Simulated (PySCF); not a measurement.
CH4Cl2FNSi, singlet, geometry from GFN2-xTB, with bond 8-1 at 1.8 times its length; CASSCF(8,6)/STO-3G run with PySCF.

The PySCF input:
```python
from pyscf import gto, scf, mcscf
import numpy

mol = gto.Mole()
mol.atom = '''
    C    -2.461235    0.368016    0.771589
    N    -1.079151    0.270713    1.197431
    Si    0.270648   -0.025415    0.201024
    F     1.449793   -0.298620    1.262073
    Cl    0.914968    1.492470   -0.947822
    Cl   -0.040385   -1.665536   -0.890171
    H    -3.114508    0.006417    1.565728
    H    -2.724604   -0.748539   -0.813696
    H    -2.742276    1.395564    0.524327
    H    -0.919303    0.732746    2.080397
'''
mol.basis = 'sto-3g'
mol.charge = 0
mol.spin = 0
mol.verbose = 4
mol.build()

mf = scf.RHF(mol)
mf.kernel()
mc = mcscf.CASSCF(mf, 6, 8)
mc.fix_spin_(ss=0.0)
mc.kernel()
occ = numpy.linalg.eigvalsh(mc.fcisolver.make_rdm1(mc.ci, mc.ncas, mc.nelecas))[::-1]
ss = mc.fcisolver.spin_square(mc.ci, mc.ncas, mc.nelecas)[0]
print('natural occupations', occ.round(4), ' <S^2>', round(ss, 4))
```

The log (banner, timings and long lists left out):

```
PySCF version 2.14.0

[INPUT] verbose = 4
[INPUT] num. atoms = 10
[INPUT] num. electrons = 74
[INPUT] charge = 0
[INPUT] spin (= nelec alpha-beta = 2S) = 0
[INPUT] symmetry False subgroup None
[INPUT] Mole.unit = angstrom
[INPUT] Symbol           X                Y                Z      unit          X                Y                Z       unit  Magmom
[...]
nuclear repulsion = 471.577840448025
number of shells = 28
number of NR pGTOs = 138
number of NR cGTOs = 46
basis = sto-3g
ecp = {}

******** <class 'pyscf.scf.hf.RHF'> ********
method = RHF
initial guess = minao
damping factor = 0
level_shift factor = 0
DIIS = <class 'pyscf.scf.diis.CDIIS'>
diis_start_cycle = 1
diis_space = 8
diis_damp = 0
SCF conv_tol = 1e-09
SCF conv_tol_grad = None
SCF max_cycles = 50
direct_scf = True
direct_scf_tol = 1e-13
Set gradient conv threshold to 3.16228e-05
Initial guess from minao.
init E= -1386.13650106526
[...]
cycle= 1 E= -1386.09165882794  delta_E= 0.0448  |g|= 0.505  |ddm|= 3.89
[...]
cycle= 2 E= -1386.20514961517  delta_E= -0.113  |g|= 0.146  |ddm|= 1.11
[...]
cycle= 3 E= -1386.21302519055  delta_E= -0.00788  |g|= 0.0387  |ddm|= 0.25
[...]
cycle= 4 E= -1386.21381979022  delta_E= -0.000795  |g|= 0.0134  |ddm|= 0.0833
[...]
cycle= 5 E= -1386.21393506174  delta_E= -0.000115  |g|= 0.00265  |ddm|= 0.0362
[...]
cycle= 6 E= -1386.2139398051  delta_E= -4.74e-06  |g|= 0.000548  |ddm|= 0.00773
[...]
cycle= 7 E= -1386.21394001066  delta_E= -2.06e-07  |g|= 0.000124  |ddm|= 0.00159
[...]
cycle= 8 E= -1386.21394002305  delta_E= -1.24e-08  |g|= 3.4e-05  |ddm|= 0.000401
[...]
cycle= 9 E= -1386.21394002413  delta_E= -1.08e-09  |g|= 9.65e-06  |ddm|= 0.00012
[...]
cycle= 10 E= -1386.21394002424  delta_E= -1.05e-10  |g|= 1.94e-06  |ddm|= 4.23e-05
[...]
Extra cycle  E= -1386.21394002424  delta_E= -4.55e-12  |g|= 8.66e-07  |ddm|= 4.97e-06
converged SCF energy = -1386.21394002424

******** <class 'pyscf.mcscf.mc1step.CASSCF'> ********
CAS (4e+4e, 6o), ncore = 33, nvir = 7
max_cycle_macro = 50
max_cycle_micro = 4
conv_tol = 1e-07
conv_tol_grad = None
orbital rotation max_stepsize = 0.02
orbital rotation threshold for CI restart = 0.01
augmented hessian ah_max_cycle = 30
augmented hessian ah_conv_tol = 1e-12
augmented hessian ah_linear dependence = 1e-14
augmented hessian ah_level shift = 1e-08
augmented hessian ah_start_tol = 2.5
augmented hessian ah_start_cycle = 3
augmented hessian ah_grad_trust_region = 3
kf_trust_region = 3
kf_interval = 4
ci_response_space = 4
ci_grad_trust_region = 3
with_dep4 0
natorb = False
canonicalization = True
sorting_mo_energy = False
ao2mo_level = 2
internal_rotation = False
******** <class 'pyscf.fci.addons.SpinPenaltyFCISolver'> ********
max. cycles = 50
conv_tol = 1e-08
davidson only = True
linear dependence = 1e-12
level shift = 0.001
max iter space = 12
nroots = 1
pspace_size = 400
spin = None
CASCI E = -1386.28934640681  S^2 = 0.0000000
Set conv_tol_grad to 0.000316228
macro iter   1 ( 21 JK    4 micro), CASSCF E = -1386.30156334246  dE = -1.22169356e-02  S^2 = 0.0000000
               |grad[o]|=0.0552  |grad[c]|=0.0183  |ddm|=0.023  |maxRot[o]|=0.114
macro iter   2 ( 21 JK    4 micro), CASSCF E = -1386.30317043359  dE = -1.60709113e-03  S^2 = 0.0000000
               |grad[o]|=0.0136  |grad[c]|=0.0364  |ddm|=0.0138  |maxRot[o]|=0.209
macro iter   3 ( 21 JK    4 micro), CASSCF E = -1386.30536249164  dE = -2.19205805e-03  S^2 = 0.0000000
               |grad[o]|= 0.01  |grad[c]|=0.0156  |ddm|=0.00592  |maxRot[o]|=0.192
macro iter   4 ( 17 JK    4 micro), CASSCF E = -1386.30723714285  dE = -1.87465121e-03  S^2 = 0.0000000
               |grad[o]|=0.00931  |grad[c]|=0.00751  |ddm|=0.00925  |maxRot[o]|=0.173
macro iter   5 ( 12 JK    3 micro), CASSCF E = -1386.30809612899  dE = -8.58986140e-04  S^2 = 0.0000000
               |grad[o]|=0.00748  |grad[c]|=0.013  |ddm|=0.00819  |maxRot[o]|=0.0934
macro iter   6 ( 21 JK    4 micro), CASSCF E = -1386.30854094780  dE = -4.44818809e-04  S^2 = 0.0000000
[...]
               |grad[o]|=0.00031  |grad[c]|=0.00296  |ddm|=0.000176  |maxRot[o]|= 0.04
macro iter  33 (  7 JK    2 micro), CASSCF E = -1386.30955473308  dE = -7.11055532e-06  S^2 = 0.0000000
               |grad[o]|=0.000663  |grad[c]|=0.00713  |ddm|=0.000514  |maxRot[o]|=0.0698
macro iter  34 (  4 JK    1 micro), CASSCF E = -1386.30955606488  dE = -1.33180492e-06  S^2 = 0.0000000
               |grad[o]|=0.00026  |grad[c]|=0.000588  |ddm|=7.97e-05  |maxRot[o]|= 0.02
macro iter  35 (  5 JK    1 micro), CASSCF E = -1386.30955866352  dE = -2.59864328e-06  S^2 = 0.0000000
               |grad[o]|=0.000484  |grad[c]|=0.00278  |ddm|=0.000174  |maxRot[o]|= 0.04
macro iter  36 (  7 JK    2 micro), CASSCF E = -1386.30956711825  dE = -8.45472914e-06  S^2 = 0.0000000
               |grad[o]|=0.00115  |grad[c]|=0.0108  |ddm|=0.000596  |maxRot[o]|=0.0697
macro iter  37 (  4 JK    1 micro), CASSCF E = -1386.30956837759  dE = -1.25933343e-06  S^2 = 0.0000000
               |grad[o]|=0.000398  |grad[c]|=0.000716  |ddm|=4.54e-05  |maxRot[o]|= 0.02
macro iter  38 (  7 JK    2 micro), CASSCF E = -1386.30957326022  dE = -4.88263163e-06  S^2 = 0.0000000
               |grad[o]|=0.000578  |grad[c]|=0.0073  |ddm|=0.000415  |maxRot[o]|=0.0698
macro iter  39 (  5 JK    1 micro), CASSCF E = -1386.30957507019  dE = -1.80997381e-06  S^2 = 0.0000000
               |grad[o]|=0.000223  |grad[c]|=0.00229  |ddm|=0.000156  |maxRot[o]|= 0.04
macro iter  40 (  7 JK    2 micro), CASSCF E = -1386.30958040986  dE = -5.33966818e-06  S^2 = 0.0000000
               |grad[o]|=0.000549  |grad[c]|=0.00723  |ddm|=0.00066  |maxRot[o]|=0.0698
macro iter  41 (  5 JK    1 micro), CASSCF E = -1386.30958226380  dE = -1.85394197e-06  S^2 = 0.0000000
               |grad[o]|=0.000363  |grad[c]|=0.00239  |ddm|=0.000175  |maxRot[o]|= 0.04
macro iter  42 (  7 JK    2 micro), CASSCF E = -1386.30958594344  dE = -3.67964026e-06  S^2 = 0.0000000
               |grad[o]|=0.000576  |grad[c]|=0.00767  |ddm|=0.000764  |maxRot[o]|=0.0673
macro iter  43 (  6 JK    1 micro), CASSCF E = -1386.30958844248  dE = -2.49903633e-06  S^2 = 0.0000000
               |grad[o]|=0.000514  |grad[c]|=0.00546  |ddm|=0.000627  |maxRot[o]|=0.0504
macro iter  44 (  7 JK    2 micro), CASSCF E = -1386.30959954551  dE = -1.11030283e-05  S^2 = 0.0000000
               |grad[o]|=0.000782  |grad[c]|=0.00589  |ddm|=0.00114  |maxRot[o]|=0.0698
macro iter  45 ( 21 JK    4 micro), CASSCF E = -1386.30957435799  dE =  2.51875156e-05  S^2 = 0.0000000
               |grad[o]|=0.00104  |grad[c]|=0.00395  |ddm|=0.00386  |maxRot[o]|=0.0526
macro iter  46 ( 21 JK    4 micro), CASSCF E = -1386.30958881947  dE = -1.44614737e-05  S^2 = 0.0000000
               |grad[o]|=0.00169  |grad[c]|=0.00128  |ddm|=0.000824  |maxRot[o]|=0.0755
macro iter  47 ( 11 JK    3 micro), CASSCF E = -1386.30959144519  dE = -2.62572689e-06  S^2 = 0.0000000
               |grad[o]|=0.00082  |grad[c]|=0.0036  |ddm|=0.00112  |maxRot[o]|=0.0596
macro iter  48 (  7 JK    2 micro), CASSCF E = -1386.30959749273  dE = -6.04753609e-06  S^2 = 0.0000000
               |grad[o]|=0.000395  |grad[c]|=0.00175  |ddm|=0.000434  |maxRot[o]|=0.0414
macro iter  49 (  5 JK    1 micro), CASSCF E = -1386.30959888111  dE = -1.38838527e-06  S^2 = 0.0000000
               |grad[o]|=0.000213  |grad[c]|=0.000557  |ddm|=0.000266  |maxRot[o]|=0.0152
macro iter  50 (  7 JK    2 micro), CASSCF E = -1386.30960529668  dE = -6.41556426e-06  S^2 = 0.0000000
               |grad[o]|=0.000496  |grad[c]|=0.00439  |ddm|=0.000422  |maxRot[o]|=0.0502
1-step CASSCF not converged,  50 macro (435 JK 107 micro) steps
CASSCF canonicalization
Density matrix diagonal elements [1.99861591 1.9886491  1.94339535 1.77654047 0.27840824 0.01439092]
CASSCF energy = -1386.30960529668
CASCI E = -1386.30960529668  E(CI) = -11.4431006785942  S^2 = 0.0000000
natural occupations [1.9996 1.9991 1.9876 1.7212 0.2788 0.0137]  <S^2> 0.0
```

Convergence was not reached.
